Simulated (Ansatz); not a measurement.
Consider the redistribution: `COB(S)Cl` + `[F][InH][Cl]` → `COB(Cl)Cl` + `[F][InH][SH]`.

Isolated molecules relaxed with PBE0-D4/def2-TZVP in Ansatz; ΔE leaves out vibrations. CCSD(T)/CBS is the MP2 limit (def2-TZVPP, def2-QZVPP) plus CCSD(T) − MP2 in def2-TZVPP, frozen cores. This one scheme is used for every species. Functionals use def2-TZVPP. def2 core potentials past Kr. For In outer-core shells are correlated without core-valence functions, which leaves a few kJ/mol of doubt a bond. One conformer a species, not always the lowest.

`COB(S)Cl`:

Z-matrix (Å, degrees):
```
C
O 1 1.418
H 1 1.092 2 110.8
H 1 1.092 2 110.8 3 121.1
H 1 1.089 2 107.1 3 -119.4
B 2 1.341 1 123.4 3 -60.2
Cl 6 1.771 2 122.0 1 0.0
S 6 1.805 2 121.0 1 -180.0
H 8 1.344 6 94.9 2 0.0
```

`[F][InH][Cl]`:

Z-matrix (Å, degrees):
```
In
F 1 1.939
Cl 1 2.305 2 109.3
H 1 1.688 2 121.8 3 -180.0
```

`COB(Cl)Cl`:

Z-matrix (Å, degrees):
```
C
O 1 1.417
H 1 1.091 2 108.7
H 1 1.090 2 107.8 3 118.2
H 1 1.091 2 111.7 3 -121.0
B 2 1.331 1 126.0 3 108.4
Cl 6 1.763 2 123.2 1 0.6
Cl 6 1.752 2 118.1 1 -179.4
```

`[F][InH][SH]`:

Z-matrix (Å, degrees):
```
In
F 1 1.954
S 1 2.360 2 107.9
H 1 1.693 2 117.6 3 180.0
H 3 1.345 1 91.2 2 0.0
```

(1) Is it downhill or uphill in electronic energy at CCSD(T)/CBS, and by how much? (An estimate is asked.)

(2) What do these levels give: r2SCAN-D4, PBE0-D4, PBE, r2SCAN, HF/def2-QZVPP, SCS-MP2/def2-QZVPP? (Estimate.)

Largest T1 diagnostic among the species: 0.016.

Answers

(1) The calculation gave: Uphill: ΔE = +1.9 kcal/mol.

(2) The calculation gave: r2SCAN-D4 1.7, PBE0-D4 1.6, PBE 0.9, r2SCAN 1.7, HF/def2-QZVPP 4.1, SCS-MP2/def2-QZVPP 1.9 kcal/mol.

In def2-TZVPP, CCSD(T) changes the Hartree–Fock value by −2.3 kcal/mol (the triples alone add −0.2 kcal/mol) and MP2 by −2.7 kcal/mol.
